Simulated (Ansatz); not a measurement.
CH₆AlClOSi, SMILES `[OH][Al]([Cl])[CH2][SiH3]`. Charge 0, multiplicity 1. All single points use the PBE0-D4/def2-TZVP geometry. It is one conformer, not always the lowest.

```xyz
11

O    -1.492    0.343    2.170
Al    0.017    0.177    1.435
Cl    1.588   -0.704    2.514
C     0.273    0.779   -0.377
Si    0.156   -0.566   -1.669
H    -1.683    0.046    3.058
H     1.263    1.243   -0.458
H    -0.480    1.543   -0.597
H    -1.181   -1.219   -1.611
H     1.187   -1.609   -1.419
H     0.353   -0.035   -3.045
```

**Question.** What is the dipole moment at B3LYP/def2-TZVPP? (Best estimate.)

**Answer.** The calculation gave: 1.03 D, with components (-0.44, 0.91, 0.22) D in this frame, pointing from negative to positive charge.

**Question.** And with PBE, r2SCAN, ωB97M-V? (An estimate is asked.)

**Answer.** Ansatz gave: PBE 1.06 D, r2SCAN 1.09 D, ωB97M-V 1.05 D.

**Question.** Give the Mulliken charges with B3LYP, PBE, ωB97M-V in def2-TZVPP. (An estimate is asked.)

**Answer.** Ansatz gave: 
```csv
atom,B3LYP,PBE,ωB97M-V
O1,-0.39,-0.35,-0.38
Al2,0.61,0.52,0.61
Cl3,-0.27,-0.25,-0.24
C4,-0.38,-0.33,-0.49
Si5,0.23,0.15,0.14
H6,0.18,0.18,0.17
H7,0.11,0.11,0.13
H8,0.11,0.12,0.14
H9,-0.07,-0.05,-0.03
H10,-0.06,-0.05,-0.02
H11,-0.07,-0.05,-0.03
```

B3LYP here is the variant with VWN-RPA as its local correlation; programs differ in this.
